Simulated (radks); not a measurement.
These are the eigenvalues of the occupied orbitals of an atom or ion with whole-number occupations (hartree). Method: non-relativistic Kohn-Sham, PBE, spin-polarised, spherical densities, point nucleus; computed with a radial shooting solver on a logarithmic mesh with Libxc functionals.

| orbital | eigenvalue |
|---|---|
| 1s up | -1259.189 |
| 1s down | -1259.175 |
| 2s up | -193.2457 |
| 2s down | -193.2380 |
| 2p up | -182.1730 |
| 2p down | -182.1603 |
| 3s up | -40.97498 |
| 3s down | -40.96333 |
| 3p up | -36.26424 |
| 3p down | -36.25053 |
| 3d up | -27.49852 |
| 3d down | -27.48485 |
| 4s up | -8.46139 |
| 4s down | -8.41132 |
| 4p up | -6.75256 |
| 4p down | -6.70403 |
| 4d up | -3.78789 |
| 4d down | -3.74475 |
| 5s up | -1.56978 |
| 5s down | -1.56418 |
| 5p up | -1.11936 |
| 5p down | -1.11547 |

Which element is it, and in what charge state? The configuration may be excited. Open shells, if any, are filled with parallel spins first.

Answer. Z = 55, caesium, charge +2: Cs2+ in [Ar] 3d10 4s2 4p5 4d10 5s2 5p6. The list shows which subshells hold electrons but not how many an open one holds; the 1s level, -1259.2 hartree, gives Z - s = 50.2 by -(Z - s)^2/2, which with screening narrows Z to a few neighbours, and the depths of the outer levels then fix element, charge and occupations together.
